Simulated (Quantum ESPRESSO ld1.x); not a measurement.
The numbers below are computed, except where a source is named.
All-electron atom: Tl2+ in [Xe] 4f14 5d10 6d1 (not the ground configuration).

Level of theory: scalar-relativistic Kohn-Sham, LDA (Slater exchange, VWN5 correlation), spin-unpolarised, spherical densities, point nucleus (ld1.x of Quantum ESPRESSO 7.5).

Energy parts (eV):
| part | energy |
|---|---|
| total | -550577.2 |
| kinetic | 620188.2 |
| electron-nucleus | -1371774.8 |
| Hartree | 210988.3 |
| exchange-correlation | -9978.9 |

Orbitals (lengths in bohr, moments of r in powers of bohr; r(90%) holds 90 % of the orbital's charge):
orbital,occ.,eigenvalue (eV),<r^4>,<1/r>,r(90%),<r>
1s,2,-85593.867,3.759e-07,99.46,0.0299,0.01632
2s,2,-15259.685,0.00005454,23.34,0.107,0.06877
2p,6,-13130.909,0.00004492,20.59,0.102,0.06236
3s,2,-3659.289,0.001964,8.648,0.261,0.1777
3p,6,-3046.796,0.002180,7.846,0.268,0.1794
3d,10,-2411.734,0.001673,7.372,0.252,0.1625
4s,2,-833.628,0.04329,3.721,0.562,0.3918
4p,6,-632.837,0.05813,3.348,0.606,0.4179
4d,10,-397.604,0.07886,3.008,0.656,0.4400
4f,14,-137.109,0.1372,2.605,0.745,0.4677
5s,2,-153.973,1.068,1.555,1.25,0.8759
5p,6,-98.926,1.948,1.326,1.45,1.005
5d,10,-37.827,7.532,0.9709,2.04,1.348
6s,0,-29.139,44.14,0.5779,3.18,2.209
6p,0,-19.056,115.6,0.4515,4.06,2.792
6d,1,-9.639,670.1,0.2862,6.32,4.361

The highest occupied level is 6d at -9.639 eV. The configuration is held as typed, so some empty levels lie below it. Summed over all electrons, <r^2> = 59.06 bohr^2, which gives a Langevin (diamagnetic) susceptibility term of -46.8 x 10^-6 cm^3/mol. The density falls to 0.001 e/bohr^3 at r = 4.59 bohr.
